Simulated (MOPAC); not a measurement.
MOPAC input (AM1):

```
AM1 PRECISE GNORM=0.05 LET XYZ CHARGE=1 GEO-OK AUX(PRECISION=9) THREADS=1
H6BN2O

N    -1.02406400 1   -0.83840800 1   -0.60892500 1
B    -0.16217800 1    0.01414300 1    0.04982300 1
N     1.36489400 1   -0.04061500 1   -0.34125100 1
O    -0.34522000 1    0.93521500 1    1.00708300 1
H    -0.75640500 1   -1.49667600 1   -1.32321400 1
H    -2.01398600 1   -0.86340300 1   -0.41563000 1
H     1.52783700 1    0.18837900 1   -1.32450300 1
H     1.87757000 1    0.64096500 1    0.22426100 1
H     1.78184500 1   -0.95891800 1   -0.17200700 1
H    -1.23002400 1    1.09037400 1    1.35655000 1
```

Output:

```
 *******************************************************************************
 **                                                                           **
 **                              MOPAC v23.2.5                                **
 **                                                                           **
 *******************************************************************************
 ** MOPAC's Digital Object Identifier: https://doi.org/10.5281/zenodo.6511958 **
 **                                                                           **
 ** Please cite the open-source release paper for use of this MOPAC version:  **
 ** J. E. Moussa and J. J. P. Stewart (2026)                                  **
 ** MOPAC: An open-source semiempirical molecular orbital program             **
 ** J. Open Source Softw., 11(119), 8025, https://doi.org/10.21105/joss.08025 **
 *******************************************************************************

                              AM1 CALCULATION RESULTS

 *******************************************************************************
 *  AM1        - The AM1 Hamiltonian to be used
 *  GEO-OK     - OVERRIDE INTERATOMIC DISTANCE AND OTHER SAFETY CHECKS
 *
 *
 *
 *                 CHARGE ON SYSTEM = +1
 *
 *
 *
 *  LET        - OVERRIDE SOME SAFETY CHECKS
 *  PRECISE    - TIGHTER CRITERIA TO BE USED
 *  XYZ        - CARTESIAN COORDINATE SYSTEM TO BE USED
 *  GNORM      - EXIT WHEN GRADIENT NORM DROPS BELOW 0.050
 *  AUX        - OUTPUT AUXILIARY INFORMATION
 *******************************************************************************
AM1 PRECISE GNORM=0.05 LET XYZ CHARGE=1 GEO-OK AUX(PRECISION=9) THREADS=1
 H6BN2O

   ATOM   CHEMICAL          X               Y               Z
  NUMBER   SYMBOL      (ANGSTROMS)     (ANGSTROMS)     (ANGSTROMS)

     1       N         -1.02406400  *  -0.83840800  *  -0.60892500  *
     2       B         -0.16217800  *   0.01414300  *   0.04982300  *
     3       N          1.36489400  *  -0.04061500  *  -0.34125100  *
     4       O         -0.34522000  *   0.93521500  *   1.00708300  *
     5       H         -0.75640500  *  -1.49667600  *  -1.32321400  *
     6       H         -2.01398600  *  -0.86340300  *  -0.41563000  *
     7       H          1.52783700  *   0.18837900  *  -1.32450300  *
     8       H          1.87757000  *   0.64096500  *   0.22426100  *
     9       H          1.78184500  *  -0.95891800  *  -0.17200700  *
    10       H         -1.23002400  *   1.09037400  *   1.35655000  *

          CARTESIAN COORDINATES

    NO.       ATOM           X           Y           Z

     1         N         -1.0241     -0.8384     -0.6089
     2         B         -0.1622      0.0141      0.0498
     3         N          1.3649     -0.0406     -0.3413
     4         O         -0.3452      0.9352      1.0071
     5         H         -0.7564     -1.4967     -1.3232
     6         H         -2.0140     -0.8634     -0.4156
     7         H          1.5278      0.1884     -1.3245
     8         H          1.8776      0.6410      0.2243
     9         H          1.7818     -0.9589     -0.1720
    10         H         -1.2300      1.0904      1.3565

  H: (AM1): M.J.S. DEWAR ET AL, J. AM. CHEM. SOC. 107 3902-3909 (1985)
  B: (AM1): M.J.S. DEWAR ET AL, ORGANOMETALLICS, 7, 513-521 (1988)
  N: (AM1): M.J.S. DEWAR ET AL, J. AM. CHEM. SOC. 107 3902-3909 (1985)
  O: (AM1): M.J.S. DEWAR ET AL, J. AM. CHEM. SOC. 107 3902-3909 (1985)

           Empirical Formula: H6 N2 O B  =    10 atoms

      MOLECULAR POINT GROUP   :   Cs

      RHF CALCULATION, NO. OF DOUBLY OCCUPIED LEVELS = 12

          Geometry optimization using EF

          DIAGONAL MATRIX USED AS START HESSIAN

 CYCLE:     1  GRAD.:    78.582 HEAT:  21.35095
 CYCLE:     2  GRAD.:   263.358 HEAT:  36.14714
 CYCLE:     3  GRAD.:   221.686 HEAT:  28.79475
 CYCLE:     4  GRAD.:   222.016 HEAT:  28.43288
 CYCLE:     5  GRAD.:   286.076 HEAT:  36.55883
 CYCLE:     6  GRAD.:   181.823 HEAT:  27.38178
 CYCLE:     7  GRAD.:   233.563 HEAT:  29.86559
 CYCLE:     8  GRAD.:   243.237 HEAT:  30.10494
 CYCLE:     9  GRAD.:   215.760 HEAT:  28.10695
 CYCLE:    10  GRAD.:   294.952 HEAT:  35.60471
 CYCLE:    11  GRAD.:   250.780 HEAT:  29.04783
 CYCLE:    12  GRAD.:   121.761 HEAT:  22.31334
 CYCLE:    13  GRAD.:   194.246 HEAT:  25.36231
 CYCLE:    14  GRAD.:    62.862 HEAT:  17.32877
 CYCLE:    15  GRAD.:   253.229 HEAT:  33.85527
 CYCLE:    16  GRAD.:    56.546 HEAT:  17.91525
 CYCLE:    17  GRAD.:   171.869 HEAT:  26.44594
 CYCLE:    18  GRAD.:     9.835 HEAT:  16.32398
 CYCLE:    19  GRAD.:     4.519 HEAT:  16.29049
 CYCLE:    20  GRAD.:     1.245 HEAT:  16.28283
 CYCLE:    21  GRAD.:     2.185 HEAT:  16.28289
 CYCLE:    22  GRAD.:     3.644 HEAT:  16.28517
 CYCLE:    23  GRAD.:     0.670 HEAT:  16.28134
 CYCLE:    24  GRAD.:     0.519 HEAT:  16.28111
 CYCLE:    25  GRAD.:     0.236 HEAT:  16.28089
 CYCLE:    26  GRAD.:     0.093 HEAT:  16.28084
 CYCLE:    27  GRAD.:     0.035 HEAT:  16.28083

     GRADIENT =  0.03523 IS LESS THAN CUTOFF =  0.05000

 -------------------------------------------------------------------------------
 AM1 PRECISE GNORM=0.05 LET XYZ CHARGE=1 GEO-OK AUX(PRECISION=9) THREADS=1
 H6BN2O

     GEOMETRY OPTIMISED USING EIGENVECTOR FOLLOWING (EF).
     SCF FIELD WAS ACHIEVED

                              AM1 CALCULATION
                                                       MOPAC v23.2.5 Linux

          FINAL HEAT OF FORMATION =         16.28083 KCAL/MOL =      68.11899 KJ/MOL

          COSMO AREA              =         96.66 SQUARE ANGSTROMS
          COSMO VOLUME            =         78.93 CUBIC ANGSTROMS

          GRADIENT NORM           =          0.03523          =       0.01114 PER ATOM
          IONIZATION POTENTIAL    =         16.115800 EV
          HOMO LUMO ENERGIES (EV) =        -16.116 -4.305
          NO. OF FILLED LEVELS    =         12
          MOLECULAR WEIGHT        =         60.8702         POINT GROUP:  Cs

          MOLECULAR DIMENSIONS (Angstroms)

            Atom       Atom       Distance
            H     8    H     6     4.10726
            H    10    H     5     3.45172
            H     7    H     9     1.67260

          SCF CALCULATIONS        =         28

   ATOM   CHEMICAL          X               Y               Z
  NUMBER   SYMBOL      (ANGSTROMS)     (ANGSTROMS)     (ANGSTROMS)

     1       N         -1.02831179  *  -0.82489872  *  -0.59454361  *
     2       B         -0.13512833  *  -0.01285821  *   0.01699457  *
     3       N          1.37343378  *  -0.02944780  *  -0.33201519  *
     4       O         -0.33234229  *   0.92470993  *   0.99378404  *
     5       H         -0.77978055  *  -1.47244270  *  -1.29394050  *
     6       H         -1.97947547  *  -0.77074250  *  -0.33099468  *
     7       H          1.48919858  *   0.21296060  *  -1.31057793  *
     8       H          1.82152781  *   0.66763024  *   0.26315727  *
     9       H          1.74731918  *  -0.95292966  *  -0.13939285  *
    10       H         -1.26784633  *   0.95453663  *   1.22966145  *

                             CARTESIAN COORDINATES

   1    N       -1.028311786    -0.824898717    -0.594543613
   2    B       -0.135128326    -0.012858209     0.016994569
   3    N        1.373433781    -0.029447805    -0.332015190
   4    O       -0.332342285     0.924709933     0.993784043
   5    H       -0.779780550    -1.472442697    -1.293940503
   6    H       -1.979475468    -0.770742500    -0.330994677
   7    H        1.489198576     0.212960602    -1.310577933
   8    H        1.821527806     0.667630239     0.263157272
   9    H        1.747319182    -0.952929665    -0.139392847
  10    H       -1.267846334     0.954536632     1.229661449

           Empirical Formula: H6 N2 O B  =    10 atoms

      MOLECULAR POINT GROUP   :   Cs

                  EIGENVALUES
 -43.56461 -41.30989 -39.04725 -26.74997 -24.49634 -24.05583 -23.35824 -22.34332
 -20.48932 -19.40355 -19.05486 -16.11580  -4.30458  -2.78595  -2.67898  -1.53860
  -1.22436  -1.06253  -0.39249   0.46001   1.72546   2.65467

              NET ATOMIC CHARGES AND DIPOLE CONTRIBUTIONS

  ATOM NO.   TYPE          CHARGE      No. of ELECS.   s-Pop       p-Pop
    1          N          -0.399512        5.3995     1.43211     3.96740
    2          B           0.235429        2.7646     1.07768     1.68689
    3          N          -0.118651        5.1187     1.43647     3.68218
    4          O          -0.290769        6.2908     1.84431     4.44646
    5          H           0.248224        0.7518     0.75178
    6          H           0.260689        0.7393     0.73931
    7          H           0.256327        0.7437     0.74367
    8          H           0.273216        0.7268     0.72678
    9          H           0.256321        0.7437     0.74368
   10          H           0.278725        0.7213     0.72128
 DIPOLE           X         Y         Z       TOTAL
 POINT-CHG.     2.843    -1.288    -1.909     3.658
 HYBRID        -0.190    -0.386    -0.342     0.549
 SUM            2.653    -1.674    -2.251     3.861

          ATOMIC ORBITAL ELECTRON POPULATIONS

     Atom    s        px        py        pz
    1  N   1.43211   1.13721   1.40910   1.42110
    2  B   1.07768   0.57794   0.55774   0.55121
    3  N   1.43647   1.28102   1.20036   1.20080
    4  O   1.84431   1.34649   1.56299   1.53698
    5  H   0.75178
    6  H   0.73931
    7  H   0.74367
    8  H   0.72678
    9  H   0.74368
   10  H   0.72128

 **********************
 *                    *
 * JOB ENDED NORMALLY *
 *                    *
 **********************

 == MOPAC DONE ==
```

The dipole moment of an ion depends on the origin.

The geometry given is a B3LYP-D3(BJ)/def2-TZVP minimum.
